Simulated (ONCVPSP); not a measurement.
**In: variants of one ONCV potential**

Base potential:

```
Element                 : In (Z = 49)
Generator               : ONCVPSP 4.0.1
Type                    : optimised norm-conserving Vanderbilt (ONCV)
Functional              : PBEsol
Relativity              : fully relativistic
Frozen core             : [Kr] 4d10
Valence charge          : 3
Reference configuration : 5s2 5p1
Partial waves           : 5s: rc 2.00 bohr, ncon 4, nbas 7, qcut 2.5 1/bohr, 1 projector; 5p: rc 2.00 bohr, ncon 4, nbas 8, qcut 4.8 1/bohr, local
Local potential         : the p channel
Core correction         : none
```

Open shells are filled in proportion to 2j + 1.

Cutoffs, loose and tight: the cutoffs (Ha) at which the residual kinetic energy of the hardest occupied pseudo-wave falls to 1 and 0.1 mHa per electron. They do not see the model core or the augmentation charge, which bear on the density cutoff. Test errors are all-electron minus pseudo excitation energies from the reference, over the configurations 5s2 5p0; 5s1 5p0; 5s2 5p0.5; 5s0 5p3. A dash means not determined; rows that change the core or the reference have their own tests.

A true bound ghost makes a file unfit for plane-wave use even where its test errors are small: the radial tests pick states by their node count and pass the ghost by.

| change | outcome | cutoff, loose | cutoff, tight | bound ghosts | GHOST(+) flags above zero | largest test error (meV) |
| --- | --- | --- | --- | --- | --- | --- |
| base | generated, misses its reference levels by 0.22 eV | 17 Ha | 26 Ha | none | none | +120 |
| functional LDA (Perdew-Wang 92) | generated, misses its reference levels by 0.22 eV | 17 Ha | 26 Ha | none | none | +227 |
| s: qcut 2.6; p: qcut 5 | generated, misses its reference levels by 0.22 eV | 12 Ha | 25 Ha | s | none | 4 of 4 tests not solved or not reliable |

(1) What comes out with this change to the base: p: qcut 5.2?

Answers

(1) outcome: generated, misses its reference levels by 0.22 eV; cutoff, loose: 17 Ha; cutoff, tight: 26 Ha; bound ghosts: s; GHOST(+) flags above zero: none; largest test error (meV): +53.
